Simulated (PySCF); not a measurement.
## Single point on GaAs⁻

State: ²Σ⁺ (doublet), unpaired electrons σ ↑.

An equivalent input (the run itself took its basis sets from the Basis Set Exchange, started from a PBE0 density and held the occupation σ 15α 14β, πx 7α 7β, πy 7α 7β, δx 2α 2β, δy 2α 2β):

```python
from pyscf import gto, dft
mol = gto.M(atom='Ga 0 0 0; As 0 0 2.227', basis={'Ga': 'def2-TZVPPD', 'As': 'def2-TZVPPD'},
            charge=-1, spin=1, verbose=4, symmetry='C2v')
mf = dft.UKS(mol, xc='BLYP')
mf.grids.atom_grid = (80, 434)
mf.grids.prune = dft.gen_grid.treutler_prune
mf.irrep_nelec = {'A1': (17, 16), 'A2': (2, 2), 'B1': (7, 7), 'B2': (7, 7)}
mf.conv_tol = 1e-9
mf.max_cycle = 60
mf.diis_space = 10
mf.kernel()
```

The log (some set-up lines and the per-cycle HOMO/LUMO lines removed):

```
******** <class 'pyscf.dft.uks_symm.SymAdaptedUKS'> ********
method = SymAdaptedUKS
damping factor = 0
level_shift factor = 0
DIIS = <class 'pyscf.scf.diis.CDIIS'>
diis_start_cycle = 1
diis_space = 10
diis_damp = 0
SCF conv_tol = 1e-09
SCF conv_tol_grad = None
SCF max_cycles = 60
number electrons alpha = 33  beta = 32
Set gradient conv threshold to 3.16228e-05
init E= -4160.8796087563
cycle= 1 E= -4160.88144092287  delta_E= -0.00183  |g|= 0.14  |ddm|= 0.286
cycle= 2 E= -4160.85070982381  delta_E= 0.0307  |g|= 0.261  |ddm|= 0.316
cycle= 3 E= -4160.85861053915  delta_E= -0.0079  |g|= 0.176  |ddm|= 0.438
cycle= 4 E= -4160.8855024168  delta_E= -0.0269  |g|= 0.00926  |ddm|= 0.192
cycle= 5 E= -4160.88556834193  delta_E= -6.59e-05  |g|= 0.00223  |ddm|= 0.0187
cycle= 6 E= -4160.88556841207  delta_E= -7.01e-08  |g|= 0.00107  |ddm|= 0.00313
cycle= 7 E= -4160.8855696657  delta_E= -1.25e-06  |g|= 0.000181  |ddm|= 0.00136
cycle= 8 E= -4160.88556969722  delta_E= -3.15e-08  |g|= 3.04e-05  |ddm|= 0.00029
cycle= 9 E= -4160.88556969804  delta_E= -8.25e-10  |g|= 1.39e-05  |ddm|= 6.32e-05
Extra cycle  E= -4160.88556969773  delta_E= 3.12e-10  |g|= 2.82e-05  |ddm|= 6.7e-05
converged SCF energy = -4160.88556969773  <S^2> = 0.75253116  2S+1 = 2.0025296
```

Repeating this along the bond gives Re = 2.265 Å and ωe = 300 cm⁻¹.

A point of this curve took 3.2 CPU seconds beside 4.1 for the integrals, on Intel Xeon Platinum 8259CL @ 2.50GHz (shared host).

Spin–orbit coupling is left out. The highest Kohn–Sham level is positive in this anion. Much of that is self-interaction error, but it also means that the finite basis helps to hold the extra electron. The state was picked by a PBE0 search and need not be the measured ground state.
